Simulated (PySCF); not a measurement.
Relaxation of doublet IH₆

Method: UPBE0/[I def2-TZVP with ECP28, H def2-TZVP], scalar-relativistic core potentials, density fitting, no spin–orbit coupling, PySCF. A (50,194) grid was used.

A hand-made trigonal prismatic start, of D3h symmetry, held to at least that symmetry:

Coordinates in bohr (charge 0 multiplicity 2):
```
I     0.0000    0.0000    0.0000
H     2.3532    0.0000    2.0456
H    -1.1766    2.0379    2.0456
H    -1.1766   -2.0379    2.0456
H     2.3532    0.0000   -2.0456
H    -1.1766    2.0379   -2.0456
H    -1.1766   -2.0379   -2.0456
```

Optimiser trace:
| step | E − E(last) (kJ/mol) | largest gradient (Eh/bohr) |
| --- | --- | --- |
| 0 | 110.55 | 0.03638 |
| 1 | 25.07 | 0.01592 |
| 2 | 2.53 | 0.00478 |
| 3 | 0.06 | 0.00072 |
| 4 | 0.00 | 0.00003 |

It ends at D3h with I–H 1.815 Å (×6); H–I–H 77.6° (×6), H–I–H 87.3° (×3), H–I–H 137.6° (×6). A frequency run shows 1 imaginary mode, down to 726i cm⁻¹, so it is a saddle point.

Final geometry:
Z-matrix (Å, degrees; charge 0 multiplicity 2):
```
I
H  1 1.8152
H  1 1.8152 2 77.64
H  1 1.8152 2 77.64 3 -79.84
H  1 1.8152 2 87.26 3 140.08
H  1 1.8152 2 137.56 3 71.80
H  1 1.8152 2 137.56 3 -151.64
```

With an element this heavy the missing spin–orbit coupling can shift these numbers.

The relaxation took roughly 30 core-seconds on a shared host.
